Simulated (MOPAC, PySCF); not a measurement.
H₂BFSi, SMILES `B[Si]F` (singlet; the order of the spin states depends on the level), neutral singlet in the gas phase. This singlet lies 0.33 eV below the relaxed triplet at the level frozen-core CCSD(T)/cc-pVTZ // PBE0-D3(BJ)/def2-TZVP (Ansatz); other levels give the other order.

Cartesian coordinates (Å):
```xyz
5

B     -0.6779     0.0113     0.0313
Si     1.2000    -0.1432     0.8201
F      2.0515     0.0304    -0.5530
H     -1.2636     1.0587    -0.0073
H     -1.3100    -0.9572    -0.2910
```
Charge 0, multiplicity 1.

All levels are single points at this geometry (PBE0-D3(BJ)/def2-TZVP); Pople sets use spherical d functions. Orbital energies aren't observables, and empty levels follow the basis.

```
level                           HOMO (eV)  LUMO (eV)  gap (eV)  dipole (D)  vertical IE, Delta-SCF (eV)
------------------------------  ---------  ---------  --------  ----------  ---------------------------
PBE-D3(BJ)/def2-TZVP in PySCF       -5.20      -3.64      1.56        1.03                            –
PBE0-D3(BJ)/def2-TZVP in PySCF      -6.28      -2.65      3.63        1.19                            –
B3LYP/6-311+G** in PySCF            -6.21      -2.91      3.29        1.40                            –
B3LYP/6-31G* in PySCF               -5.88      -2.46      3.42        1.05                         8.49
M06-2X/6-31G* in PySCF              -7.09      -1.30      5.79        1.10                            –
SVWN5/6-31G* in PySCF               -5.02      -3.58      1.44        0.99                         8.47
HF/6-31G* in PySCF                  -8.62       0.97      9.59        1.33                         7.72
HF/STO-3G in PySCF                  -5.63       6.36     11.99        0.68                            –
PM6 in MOPAC                        -7.24      -1.32      5.92        2.00                            –
```
